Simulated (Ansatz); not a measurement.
`[SeH]C1BO1` and `[SiH3]C1BO1` differ in one atom or group.

Ansatz, PBE0-D4/def2-TZVP geometries, multiplicity 1. Each molecule was computed in one conformer, which needn't be the lowest.

Scalar relativity is left out up to krypton.

```
                                                                                  property  `[SeH]C1BO1`
                                            size of the dipole moment (PBE/def2-TZVPP) / D          1.34
ideal-gas entropy at 298 K and 1 bar (rigid rotor, harmonic PBE0-D4/def2-TZVP) / J/(mol·K)           303
                                          size of the dipole moment (B3LYP/def2-TZVPP) / D          1.52
                                                       LUMO energy (B3LYP/def2-TZVPP) / eV         -1.09
                                                   HOMO–LUMO gap (ωB97M-V/def2-TZVPP) / eV         10.22
                                            zero-point energy (PBE0-D4/def2-TZVP) / kJ/mol         106.3
```

Problem. Give the same properties after the change, and the shifts. (Best estimate.)

Solution. Computed: 
```
                                                                                  property  `[SiH3]C1BO1`  shift
                                            size of the dipole moment (PBE/def2-TZVPP) / D           1.11  -0.23
ideal-gas entropy at 298 K and 1 bar (rigid rotor, harmonic PBE0-D4/def2-TZVP) / J/(mol·K)            305      2
                                          size of the dipole moment (B3LYP/def2-TZVPP) / D           1.28  -0.24
                                                       LUMO energy (B3LYP/def2-TZVPP) / eV          -0.86   0.23
                                                   HOMO–LUMO gap (ωB97M-V/def2-TZVPP) / eV          11.76   1.54
                                            zero-point energy (PBE0-D4/def2-TZVP) / kJ/mol          150.0   43.7
```

With PBE0 the HOMO falls by 1.26 eV and the LUMO rises by 0.23 eV, so the gap widens by about 1.49 eV. PBE moves the HOMO by -1.09 eV and ωB97M-V by -1.35 eV. The zero-point energy changes by 43.7 kJ/mol with +6 modes. Dipoles are sizes alone; their direction can turn.

B3LYP here is the variant with VWN-RPA as its local correlation; programs differ in this.

Spin–orbit coupling is left out; it splits and shifts lone-pair levels of the heavy atoms by tenths of an eV.
